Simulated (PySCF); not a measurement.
# Frontier levels across methods

Compound: H7N2PSi.
Z-matrix (Å and degrees, PBE0-D3(BJ)/def2-SVP geometry), rows numbered from 1:
```
N 
Si  1  1.7266
N   2  1.7242  1  106.61
P   2  2.2769  1  120.59  3  -116.89
H   1  1.0143  2  119.75  3    57.29
H   1  1.0138  2  118.97  3  -160.01
H   2  1.5010  1  103.90  3   126.35
H   3  1.0134  2  120.00  1  -162.13
H   3  1.0143  2  119.69  1    52.87
H   4  1.4283  2   93.43  1   -56.30
H   4  1.4291  2   94.21  1    37.91
```

Basis pcSseg-2 throughout (PySCF), one geometry. The structure is a single PBE0-D3(BJ)/def2-SVP conformer in the gas phase; no vibrational or solvent corrections.

Task: How do the orbital energies, the gap and the dipole change with the method?

Result: 
```json
{"method": "BLYP", "kind": "GGA", "HOMO (eV)": "-5.43", "LUMO (eV)": "-0.53", "gap (eV)": "4.90", "μ (D)": "1.42", "SCF cycles": "15"}
{"method": "OPBE", "kind": "GGA", "HOMO (eV)": "-5.55", "LUMO (eV)": "-0.39", "gap (eV)": "5.16", "μ (D)": "1.61", "SCF cycles": "15"}
{"method": "B97-D", "kind": "GGA", "HOMO (eV)": "-5.55", "LUMO (eV)": "-0.44", "gap (eV)": "5.11", "μ (D)": "1.47", "SCF cycles": "14"}
{"method": "PBE", "kind": "GGA", "HOMO (eV)": "-5.57", "LUMO (eV)": "-0.57", "gap (eV)": "5.00", "μ (D)": "1.51", "SCF cycles": "15"}
{"method": "KT2", "kind": "GGA", "HOMO (eV)": "-5.64", "LUMO (eV)": "-0.63", "gap (eV)": "5.01", "μ (D)": "1.43", "SCF cycles": "14"}
{"method": "KT3", "kind": "GGA", "HOMO (eV)": "-5.65", "LUMO (eV)": "-0.68", "gap (eV)": "4.97", "μ (D)": "1.44", "SCF cycles": "14"}
{"method": "BP86", "kind": "GGA", "HOMO (eV)": "-5.67", "LUMO (eV)": "-0.54", "gap (eV)": "5.13", "μ (D)": "1.49", "SCF cycles": "15"}
{"method": "LDA", "kind": "LDA", "HOMO (eV)": "-5.68", "LUMO (eV)": "-0.69", "gap (eV)": "4.98", "μ (D)": "1.52", "SCF cycles": "14"}
{"method": "B97-2", "kind": "global hybrid", "HOMO (eV)": "-6.51", "LUMO (eV)": "0.23", "gap (eV)": "6.75", "μ (D)": "1.45", "SCF cycles": "12"}
{"method": "B3LYP", "kind": "global hybrid", "HOMO (eV)": "-6.53", "LUMO (eV)": "-0.07", "gap (eV)": "6.46", "μ (D)": "1.39", "SCF cycles": "12"}
{"method": "PBE0", "kind": "global hybrid", "HOMO (eV)": "-6.75", "LUMO (eV)": "0.21", "gap (eV)": "6.96", "μ (D)": "1.47", "SCF cycles": "12"}
{"method": "mPW1PW91", "kind": "global hybrid", "HOMO (eV)": "-6.77", "LUMO (eV)": "0.23", "gap (eV)": "7.00", "μ (D)": "1.45", "SCF cycles": "12"}
{"method": "BHandHLYP", "kind": "global hybrid", "HOMO (eV)": "-7.80", "LUMO (eV)": "0.81", "gap (eV)": "8.62", "μ (D)": "1.35", "SCF cycles": "12"}
{"method": "CAM-B3LYP", "kind": "range-separated hybrid", "HOMO (eV)": "-8.03", "LUMO (eV)": "0.97", "gap (eV)": "9.00", "μ (D)": "1.39", "SCF cycles": "12"}
{"method": "wB97X-D", "kind": "range-separated hybrid", "HOMO (eV)": "-8.56", "LUMO (eV)": "1.91", "gap (eV)": "10.47", "μ (D)": "1.47", "SCF cycles": "13"}
{"method": "LC-wPBE", "kind": "range-separated hybrid", "HOMO (eV)": "-9.36", "LUMO (eV)": "2.15", "gap (eV)": "11.51", "μ (D)": "1.47", "SCF cycles": "13"}
{"method": "HF", "kind": "Hartree–Fock", "HOMO (eV)": "-9.43", "LUMO (eV)": "2.55", "gap (eV)": "11.98", "μ (D)": "1.37", "SCF cycles": "10"}
```

The HOMO spans 3.99 eV, from BLYP down to HF, and the gap runs from 4.90 eV (BLYP) to 11.98 eV (HF). Over the methods BLYP (0 %), OPBE (0 %), B97-D (0 %), PBE (0 %), KT2 (0 %), KT3 (0 %), BP86 (0 %), LDA (0 %), B97-2 (21 %), B3LYP (20 %), PBE0 (25 %), mPW1PW91 (25 %), BHandHLYP (50 %), HF (100 %), a straight line through the gap against the share of exact exchange rises by 0.70 eV for each 10 % (correlation coefficient 0.998). The dipole ranges from 1.35 D (BHandHLYP) to 1.61 D (OPBE). This basis has no diffuse functions.

The vertical ΔSCF ionisation energy at PBE0/def2-SVPD is 8.63 eV; −ε(HOMO) comes closest to it with wB97X-D (8.56 eV).
